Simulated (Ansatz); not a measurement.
```yaml
crystal:
  periodic: [false, false, false]
  atoms:
    - {symbol: C, position_ang: [-0.404207, 1.744374, -0.122543]}
    - {symbol: N, position_ang: [-0.096525, 0.545759, -0.196594]}
    - {symbol: B, position_ang: [0.233159, -0.766211, -0.270455]}
    - {symbol: Se, position_ang: [0.286882, -1.844723, 1.366772]}
    - {symbol: H, position_ang: [0.352155, 2.522598, 0.026008]}
    - {symbol: H, position_ang: [-1.445109, 2.075638, -0.203874]}
    - {symbol: H, position_ang: [0.489480, -1.261096, -1.324341]}
    - {symbol: H, position_ang: [0.676266, -3.073541, 0.669127]}
basis:
  gaussian: {orbitals: def2-TZVP}
total_charge: -1
magnetization: {spin_polarized: true, initial_magnetization: 1}
hamiltonian: {xc: {name: PBE-QIDH}}
accuracy: high
```

```sh
$ ansatz run in.yaml --threads 2 --pin off --events-out ev --progress --plain --max-ram 4352MiB
```

Shortened log:

```
Functional definition: PBE-QIDH
2814 factors; integrals over basis functions are off by at most 5.6e-9 eV
mean field evaluation 1: about -68588.1838 eV, gradient 2.0e1 eV
mean field evaluation 2: about -68588.3171 eV, gradient 2.0e1 eV
mean field evaluation 4: about -68590.3496 eV, gradient 3.0e0 eV
mean field evaluation 8: about -68590.4082 eV, gradient 2.9e-1 eV
mean field evaluation 16: about -68590.4102 eV, gradient 5.7e-3 eV
mean field evaluation 32: about -68590.4102 eV, gradient 1.6e-6 eV
mean field -68590.41021269 eV, -2520.6510830663 hartree, gradient 6.3e-8 eV, S^2 0.759470; 0 other end points of the search recorded, 0 dependent functions left out
12 core orbitals not correlated: weight in the atoms' cores, before any rotation towards them, 1.000 or more for the frozen orbitals, at most 0.000 for the correlated occupied ones
reference -68590.41021384 eV, -2520.6510831086 hartree; 17, 16 occupied and 136, 137 virtual orbitals, 2814 factors
second order -22.86625568 eV of doubles, -0.00000000 eV of singles
Total energy: -68598.03229906 eV, -2520.9311895742 hartree
```

Hardware: 2 threads of an Arm Neoverse V1 on a shared host. Wall time 35 s, peak host memory 0.97 GiB.
